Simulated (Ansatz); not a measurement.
Gas-phase electronic energies from Ansatz, PBE0-D4/def2-TZVP geometries. CCSD(T)/CBS adds triple-zeta CCSD(T) − MP2 to the extrapolated MP2 energy (def2 sets, frozen cores). DFT in def2-TZVPP. B3LYP here is the variant with VWN-RPA as its local correlation; programs differ in this. For Ga, Se outer-core shells are correlated without core-valence functions, which leaves a few kJ/mol of doubt a bond. Scalar relativity is left out up to krypton. Each species was taken in one conformer, which may not be the lowest.

`[CH3][GaH][SeH]` + `FC[SiH3]` → `FC([SiH3])[SeH]` + `[CH3][GaH2]`  (formal exchange of groups at the Se–Ga bond)

Q: Is it downhill or uphill in electronic energy at CCSD(T)/CBS, and by how much? (Best estimate.)

A: The calculation gave: Uphill: ΔE = +158.6 kJ/mol.

Q: What do these levels give: PBE-D4, B3LYP-D4, ωB97X-V, ωB97M-V, B2PLYP, r2SCAN, PBE0, B3LYP, HF/def2-TZVPP, SCS-MP2/def2-TZVPP, SCS-MP2/def2-QZVPP, CCSD/CBS(def2)? (An estimate is asked.)

A: Computed: PBE-D4 151.0, B3LYP-D4 156.7, ωB97X-V 153.9, ωB97M-V 153.9, B2PLYP 160.4, r2SCAN 158.1, PBE0 159.9, B3LYP 161.0, HF/def2-TZVPP 174.8, SCS-MP2/def2-TZVPP 157.8, SCS-MP2/def2-QZVPP 158.0, CCSD/CBS(def2) 161.5 kJ/mol.

Largest T1 diagnostic among the species: 0.012.

In def2-TZVPP, CCSD(T) changes the Hartree–Fock value by −17.5 kJ/mol (the triples alone add −2.8 kJ/mol) and MP2 by −15.9 kJ/mol. From PBE to PBE0 (25 % exact exchange), in def2-TZVPP and without D4, ΔE moves by +6.4 kJ/mol.
